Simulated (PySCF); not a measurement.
Br$_{3}$Ga (SMILES [Br][Ga]([Br])[Br]), singlet, geometry from GFN2-xTB (such geometries of metal compounds can be far from the true shape); DF-R2SCAN/pcseg-1 (PySCF).

Here is a job for PySCF.
```python
from pyscf import gto, scf, dft

mol = gto.Mole()
mol.atom = '''
    Ga    0.00000000   -0.00000000    0.00000000
    Br    2.17032508   -0.33225835   -0.66424648
    Br   -0.77422939   -0.98270758    1.92270243
    Br   -1.39609569    1.31496593   -1.25845594
'''
mol.basis = 'pcseg-1'
mol.verbose = 4
mol.build()

mf = dft.RKS(mol)
mf.xc = 'r2scan'
mf.grids.level = 2
mf = mf.density_fit(auxbasis='def2-universal-jkfit')
mf.kernel()
mf.analyze()
```

It wrote (shortened):

```
PySCF version 2.14.0

[INPUT] verbose = 4
[INPUT] num. atoms = 4
[INPUT] num. electrons = 136
[INPUT] charge = 0
[INPUT] spin (= nelec alpha-beta = 2S) = 0
[INPUT] symmetry False subgroup None
[INPUT] Mole.unit = angstrom
[INPUT] Symbol           X                Y                Z      unit          X                Y                Z       unit  Magmom
[INPUT]  1 Ga     0.000000000000   0.000000000000   0.000000000000 AA    0.000000000000   0.000000000000   0.000000000000 Bohr   0.0
[INPUT]  2 Br     2.170325080000  -0.332258350000  -0.664246480000 AA    4.101320002475  -0.627877284100  -1.255243926406 Bohr   0.0
[INPUT]  3 Br    -0.774229390000  -0.982707580000   1.922702430000 AA   -1.463081504689  -1.857048186734   3.633381011736 Bohr   0.0
[INPUT]  4 Br    -1.396095690000   1.314965930000  -1.258455940000 AA   -2.638238497786   2.484925470834  -2.378137066432 Bohr   0.0

nuclear repulsion = 1240.36480370053
number of shells = 12
number of NR pGTOs = 328
number of NR cGTOs = 108
basis = pcseg-1
ecp = {}

******** <class 'pyscf.df.df_jk.DFRKS'> ********
method = DFRKS
initial guess = minao
damping factor = 0
level_shift factor = 0
DIIS = <class 'pyscf.scf.diis.CDIIS'>
diis_start_cycle = 1
diis_space = 8
diis_damp = 0
SCF conv_tol = 1e-09
SCF conv_tol_grad = None
SCF max_cycles = 50
direct_scf = False
XC library pyscf.dft.libxc version 7.1.2
    S. Lehtola, C. Steigemann, M. J. T. Oliveira, and M. A. L. Marques,  SoftwareX 7, 1–5 (2018)
XC functionals = r2scan
    J. W. Furness, A. D. Kaplan, J. Ning, J. P. Perdew, and J. Sun,  J. Phys. Chem. Lett. 11, 8208–8215 (2020)
    J. W. Furness, A. D. Kaplan, J. Ning, J. P. Perdew, and J. Sun,  J. Phys. Chem. Lett. 11, 9248–9248 (2020)
    J. W. Furness, A. D. Kaplan, J. Ning, J. P. Perdew, and J. Sun,  J. Phys. Chem. Lett. 11, 8208–8215 (2020)
    J. W. Furness, A. D. Kaplan, J. Ning, J. P. Perdew, and J. Sun,  J. Phys. Chem. Lett. 11, 9248–9248 (2020)
radial grids:
    Treutler-Ahlrichs [JCP 102, 346 (1995); DOI:10.1063/1.469408] (M4) radial grids

becke partition: Becke, JCP 88, 2547 (1988); DOI:10.1063/1.454033
pruning grids: <function nwchem_prune>
grids dens level: 2
symmetrized grids: False
atomic radii adjust function: <function treutler_atomic_radii_adjust>
small_rho_cutoff = 0
Set gradient conv threshold to 3.16228e-05
Initial guess from minao.
tot grids = 52512
init E= -9642.7413410592
  HOMO = -0.320851126376406  LUMO = -0.117447327971021  gap/eV = 5.53490
cycle= 1 E= -9646.2789841062  delta_E= -3.54  |g|= 0.391  |ddm|= 2.73
  HOMO = -0.276033999450195  LUMO = -0.14666213412847  gap/eV = 3.52039
cycle= 2 E= -9646.1778467765  delta_E= 0.101  |g|= 0.663  |ddm|= 1.56
  HOMO = -0.28537019670496  LUMO = -0.116443798485205  gap/eV = 4.59672
cycle= 3 E= -9646.32565050695  delta_E= -0.148  |g|= 0.0681  |ddm|= 1.03
  HOMO = -0.287565090961583  LUMO = -0.119821132804861  gap/eV = 4.56455
cycle= 4 E= -9646.3271274865  delta_E= -0.00148  |g|= 0.0116  |ddm|= 0.0938
  HOMO = -0.286902847830896  LUMO = -0.118889521988232  gap/eV = 4.57188
cycle= 5 E= -9646.32717203897  delta_E= -4.46e-05  |g|= 0.00223  |ddm|= 0.0156
  HOMO = -0.287238997093804  LUMO = -0.119198123138372  gap/eV = 4.57263
cycle= 6 E= -9646.32717324376  delta_E= -1.2e-06  |g|= 0.000181  |ddm|= 0.00405
  HOMO = -0.287197655007408  LUMO = -0.119146996872899  gap/eV = 4.57289
cycle= 7 E= -9646.32717325406  delta_E= -1.03e-08  |g|= 1.26e-05  |ddm|= 0.000402
  HOMO = -0.28719854616894  LUMO = -0.119149061631782  gap/eV = 4.57286
cycle= 8 E= -9646.32717325412  delta_E= -6.37e-11  |g|= 5.3e-06  |ddm|= 2.86e-05
  HOMO = -0.287198608071776  LUMO = -0.119149114906563  gap/eV = 4.57286
Extra cycle  E= -9646.3271732541  delta_E= 2e-11  |g|= 8.18e-06  |ddm|= 2.34e-05
converged SCF energy = -9646.3271732541
**** SCF Summaries ****
Total Energy =                       -9646.327173254101581
Nuclear Repulsion Energy =            1240.364803700527091
One-electron Energy =               -15906.019039084989345
Two-electron Energy =                 5019.327062130359991
Two-electron Coulomb Energy =         5368.341140476022701
DFT Exchange-Correlation Energy =     -349.014078345662995
HOMO-LUMO gap [eV] =                     4.572859628983968
**** MO energy ****
MO #1   energy= -482.141732059017  occ= 2
MO #2   energy= -482.141719181796  occ= 2
MO #3   energy= -482.141716013722  occ= 2
MO #4   energy= -371.97983451404   occ= 2
MO #5   energy= -62.2586387699094  occ= 2
MO #6   energy= -62.2586370277977  occ= 2
MO #7   energy= -62.2586345492842  occ= 2
MO #8   energy= -56.0768925624339  occ= 2
MO #9   energy= -56.0768907051919  occ= 2
MO #10  energy= -56.0768882481304  occ= 2
MO #11  energy= -56.0748922115397  occ= 2
MO #12  energy= -56.0748894277285  occ= 2
MO #13  energy= -56.0748863034083  occ= 2
MO #14  energy= -56.0745063092879  occ= 2
MO #15  energy= -56.0745045908613  occ= 2
MO #16  energy= -56.0745017657894  occ= 2
MO #17  energy= -45.7663571933762  occ= 2
MO #18  energy= -40.5148619797351  occ= 2
MO #19  energy= -40.5120018029538  occ= 2
MO #20  energy= -40.512001589322   occ= 2
MO #21  energy= -8.63599438188388  occ= 2
MO #22  energy= -8.6359913576487   occ= 2
MO #23  energy= -8.63598607147155  occ= 2
MO #24  energy= -6.46674690271692  occ= 2
MO #25  energy= -6.46672112658969  occ= 2
MO #26  energy= -6.46671513621477  occ= 2
MO #27  energy= -6.45807600860571  occ= 2
MO #28  energy= -6.45806976480893  occ= 2
MO #29  energy= -6.45804661671426  occ= 2
MO #30  energy= -6.45669302085726  occ= 2
MO #31  energy= -6.45667371080234  occ= 2
MO #32  energy= -6.45666289029829  occ= 2
MO #33  energy= -5.52583072404265  occ= 2
MO #34  energy= -3.81354119956727  occ= 2
MO #35  energy= -3.80765825181044  occ= 2
MO #36  energy= -3.80764899971104  occ= 2
MO #37  energy= -2.56764636273596  occ= 2
MO #38  energy= -2.5675383325853   occ= 2
MO #39  energy= -2.56751326190272  occ= 2
MO #40  energy= -2.56547142602131  occ= 2
MO #41  energy= -2.56543496033264  occ= 2
MO #42  energy= -2.56537187943617  occ= 2
MO #43  energy= -2.56451759916602  occ= 2
MO #44  energy= -2.56444766949867  occ= 2
MO #45  energy= -2.56442139047486  occ= 2
MO #46  energy= -2.55804461368851  occ= 2
MO #47  energy= -2.55803316192672  occ= 2
MO #48  energy= -2.55802897215408  occ= 2
MO #49  energy= -2.55797927095214  occ= 2
MO #50  energy= -2.55797639791939  occ= 2
MO #51  energy= -2.55796846920948  occ= 2
MO #52  energy= -0.861766717233512 occ= 2
MO #53  energy= -0.859389766138337 occ= 2
MO #54  energy= -0.859340913763531 occ= 2
MO #55  energy= -0.855455426325334 occ= 2
MO #56  energy= -0.855439918898824 occ= 2
MO #57  energy= -0.758829366033243 occ= 2
MO #58  energy= -0.741654949852916 occ= 2
MO #59  energy= -0.741652725838964 occ= 2
MO #60  energy= -0.454056334540451 occ= 2
MO #61  energy= -0.363860504573811 occ= 2
MO #62  energy= -0.363857690491654 occ= 2
MO #63  energy= -0.322428443541274 occ= 2
MO #64  energy= -0.300450874938399 occ= 2
MO #65  energy= -0.300449805319098 occ= 2
MO #66  energy= -0.299406273031796 occ= 2
MO #67  energy= -0.299403568920808 occ= 2
MO #68  energy= -0.287198608071776 occ= 2
MO #69  energy= -0.119149114906563 occ= 0
MO #70  energy= -0.0878143586458837 occ= 0
MO #71  energy= 0.032367580756763  occ= 0
MO #72  energy= 0.0323886238660534 occ= 0
MO #73  energy= 0.0933186510356522 occ= 0
MO #74  energy= 0.158855402851573  occ= 0
MO #75  energy= 0.158902247927599  occ= 0
MO #76  energy= 0.186242308636667  occ= 0
 ** Mulliken pop on meta-lowdin orthogonal AOs  **
 ** Mulliken pop  **
 ** Mulliken atomic charges  **
charge of    0Ga =      0.57284
charge of    1Br =     -0.19094
charge of    2Br =     -0.19095
charge of    3Br =     -0.19095
Dipole moment(X, Y, Z, Debye): -0.00019,  0.00005, -0.00001
```
